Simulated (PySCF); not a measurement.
Isomers of C2H8FNSi2, mass 121.018 u with the commonest isotopes. Theory: PBE0/def2-SVPD in PySCF (dipole) on a GFN2-xTB geometry, gas phase. One conformer each, none proved a minimum here; rigid rotors.

**Question.** Order these by rotational constant A, largest first.
A. `[F:1][Si@H:2]1[CH2:3][CH2:4][SiH2:5][NH:6]1` with F1–Si2–C3–C4 92°, Si2–C3–C4–Si5 32°, C3–C4–Si5–N6 -27°, C4–Si5–N6–Si2 12°
B. `[CH2:1]=[CH:2][SiH2:3][Si@H:4]([NH2:5])[F:6]` with C1–C2–Si3–Si4 114°, C2–Si3–Si4–N5 -75°, Si3–Si4–N5–H 57° and -160°
C. `[F:1][C@H:2]1[CH2:3][SiH2:4][NH:5][SiH2:6]1` with F1–C2–C3–Si4 161°, C2–C3–Si4–N5 -28°, C3–Si4–N5–Si6 7°, Si4–N5–Si6–C2 10°

**Answer.** B (4335 MHz), A (3944 MHz), C (3406 MHz).

**Question.** Order these by rotational constant C, smallest first.
A. `[F:1][Si@H:2]1[CH2:3][CH2:4][SiH2:5][NH:6]1` with F1–Si2–C3–C4 92°, Si2–C3–C4–Si5 32°, C3–C4–Si5–N6 -27°, C4–Si5–N6–Si2 12°
B. `[F:1][C@H:2]1[CH2:3][SiH2:4][NH:5][SiH2:6]1` with F1–C2–C3–Si4 161°, C2–C3–Si4–N5 -28°, C3–Si4–N5–Si6 7°, Si4–N5–Si6–C2 10°
C. `[CH2:1]=[CH:2][SiH2:3][Si@H:4]([NH2:5])[F:6]` with C1–C2–Si3–Si4 114°, C2–Si3–Si4–N5 -75°, Si3–Si4–N5–H 57° and -160°

**Answer.** C (995.6 MHz), B (1337 MHz), A (1456 MHz).

**Question.** Order these by rotational constant B, largest first.
A. `[F:1][Si@H:2]1[CH2:3][CH2:4][SiH2:5][NH:6]1` with F1–Si2–C3–C4 92°, Si2–C3–C4–Si5 32°, C3–C4–Si5–N6 -27°, C4–Si5–N6–Si2 12°
B. `[CH2:1]=[CH:2][SiH2:3][Si@H:4]([NH2:5])[F:6]` with C1–C2–Si3–Si4 114°, C2–Si3–Si4–N5 -75°, Si3–Si4–N5–H 57° and -160°
C. `[F:1][C@H:2]1[CH2:3][SiH2:4][NH:5][SiH2:6]1` with F1–C2–C3–Si4 161°, C2–C3–Si4–N5 -28°, C3–Si4–N5–Si6 7°, Si4–N5–Si6–C2 10°

**Answer.** C (1993 MHz), A (1796 MHz), B (1152 MHz).

```
                SMILES  point group  Ia (u·Å²)  Ib (u·Å²)  Ic (u·Å²)      κ  μa (D)  μb (D)  μc (D)
   C=C[SiH2][Si@H](N)F           C1     116.58     438.83     507.60  -0.91    1.65    2.09    0.72
    F[Si@H]1CC[SiH2]N1           C1     128.13     281.45     347.14  -0.73    1.34    0.27    0.97
F[C@H]1C[SiH2]N[SiH2]1           C1     148.39     253.64     377.86  -0.37    2.04    0.58    0.36
```
